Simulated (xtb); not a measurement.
FH₇OSi₃, SMILES [SiH2](O)[Si@H](F)[SiH3]. All values are semi-empirical tight-binding results from xtb (GFN2-xTB unless named), good for trends rather than for accurate numbers. Coordinates come from a GFN2-xTB optimisation. The structure was generated by enumeration; whether it is a known compound was not checked. Other conformers were not sampled.

Computed properties:
```json
{
  "orbital_gap": "3.77 eV",
  "dipole_moment": "2.67 D",
  "zero_point_energy": "40.5 kcal/mol",
  "G − E(el) at 298.15 K (modified RRHO)": "18.4 kcal/mol",
  "static polarisability (D4 model)": "93.1 bohr³",
  "solvation energy, GFN2-xTB/ALPB(water)": "-3.8 kcal/mol",
  "solvation energy, GFN2-xTB/ALPB(acetone)": "-6.1 kcal/mol"
}
```
